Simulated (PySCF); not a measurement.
# Distorted geometries of [Pb(OH)5]−

[Pb(OH)5]− (singlet). PySCF 2.14.0, RKS PBE, Pb def2-SVP with ECP60, O def2-SVP, H def2-SVP; non-relativistic Hamiltonian with scalar-relativistic core potentials where named; density fitting; no spin-orbit coupling. Relaxed geometry:

```xyz
11

Pb   -0.0174    0.1337    0.1490
O    -0.2269    0.2703    2.3108
H     0.7359    0.2185    2.4948
O     2.1521    0.0825    0.4671
H     2.3147   -0.8231    0.1294
O    -0.1587    1.9599   -0.9978
H    -1.1408    1.9573   -1.0331
O    -2.2223   -0.0474   -0.0418
H    -2.4487   -0.0441    0.9113
O     0.0944   -1.8069   -0.8324
H    -0.8782   -1.9434   -0.8499
```

Question: Order these distorted geometries by energy above the relaxed one, lowest first.
A.
```xyz
11

Pb   -0.1156    0.1845    0.3281
O    -0.2857    0.2851    2.1947
H     0.6993    0.0469    2.5763
O     2.1387   -0.0108    0.4879
H     2.4772   -0.7004    0.1364
O    -0.4900    1.7665   -0.9758
H    -1.1217    2.2573   -1.1242
O    -2.1359   -0.2492   -0.1954
H    -2.4678   -0.1304    0.8715
O     0.1842   -1.8269   -0.7602
H    -0.6787   -1.6653   -0.8319
```
B.
```xyz
11

Pb   -0.0296    0.0571    0.0919
O    -0.2345    0.3079    2.3227
H     0.8526    0.2169    2.4375
O     2.1614    0.1649    0.4501
H     2.2756   -0.8249    0.1011
O    -0.1553    2.0053   -1.0638
H    -1.1146    1.9402   -1.0066
O    -2.2508   -0.1925    0.0168
H    -2.4807   -0.0723    0.8981
O     0.0107   -1.7629   -0.6978
H    -0.8306   -1.8821   -0.8426
```
C.
```xyz
11

Pb    0.0199    0.1315    0.1301
O    -0.2531    0.2553    2.3228
H     0.7657    0.1835    2.4753
O     2.1217    0.0930    0.4826
H     2.2903   -0.8371    0.1044
O    -0.1664    1.9789   -0.9929
H    -1.1948    1.9558   -1.0381
O    -2.1710    0.0113   -0.0048
H    -2.4011   -0.0391    0.9450
O     0.1060   -1.8105   -0.8293
H    -0.9131   -1.9652   -0.8879
```

Answer: C (0.24 eV), B (1.38 eV), A (4.48 eV).

Question: Which forces (eV/Å) act in the one that lies 0.24 eV up?

Answer: 
```
Pb  -1.09  0.40  0.36
O    2.10 -0.20 -0.11
H   -1.91  0.16 -0.14
O    1.00 -1.50 -0.53
H   -0.15  1.40  0.60
O   -1.69 -0.07 -0.14
H    1.84 -0.06  0.18
O   -0.35 -0.10 -0.21
H    0.09  0.03  0.05
O   -1.80 -0.47 -0.25
H    1.95  0.41  0.19
```
Forces carry noise of the integration grid, about 0.01 to 0.03 eV/Å.
